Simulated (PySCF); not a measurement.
**TaN₂⁻: from structure and modes to constants**

These are results of PBE0/[Ta def2-TZVPD with ECP60, N def2-TZVPD], scalar-relativistic core potentials, density fitting, no spin–orbit coupling, PySCF, not measurements.

The singlet minimum has C2v symmetry. Masses (u): Ta 180.94800, N 14.00307.

```xyz
3
charge -1 multiplicity 1, angstrom
Ta    0.0000    0.0000   -0.2277
N     0.6983    0.0000    1.4714
N    -0.6983    0.0000    1.4714
```

Harmonic wavenumbers (cm⁻¹): 429.7 (a1, ×1), 788.6 (b2, ×1), 1096.2 (a1, ×1).

(1) Find the principal moments of inertia and the rotational constants. What kind of rotor is it?

(2) What is the harmonic zero-point energy?

(3) Find the vibrational entropy and heat capacity at 298.15 K.

(4) Give the standard entropy (298.15 K, 1 bar) by its translational, rotational, vibrational and spin parts, and Cp.

Answers

(1) About the centre of mass I = 13.658, 70.014, 83.672 u Å². With B = 16.8576/I this gives 1.234, 0.2408, 0.2015 cm⁻¹. The molecule is an asymmetric top with κ = -0.92.

(2) Half the sum of all 3 wavenumbers, 2315/2 = 1157 cm⁻¹, which is 13.8 kJ/mol (1 cm⁻¹ = 0.0119627 kJ/mol).

(3) With u = 1.43878 ω/T, each mode gives S = R[u/(eᵘ−1) − ln(1−e⁻ᵘ)] and C = R u² eᵘ/(eᵘ−1)².
| ω (cm⁻¹) | u | S (J/(mol K)) | C (J/(mol K)) |
| --- | --- | --- | --- |
| 429.7 | 2.074 | 3.60 | 5.88 |
| 788.6 | 3.806 | 0.91 | 2.80 |
| 1096.2 | 5.290 | 0.26 | 1.19 |
The sums over all modes are S = 4.8 and C = 9.9 J/(mol K); the softest mode gives 75 % of the entropy.

(4) Sackur–Tetrode with M = 208.95 u gives 175.5; rotation with symmetry number 2 gives 89.7; vibration 4.8; spin R ln 1 = 0.0. The total is 269.9 J/(mol K), and Cp = 4 R + 9.9 = 43.1 J/(mol K).

Other isomers or separated fragments may lie lower. The lowest empty level of this anion is unbound, so it and the gap depend on the basis. Spin–orbit coupling, left out here, can matter for elements this heavy.
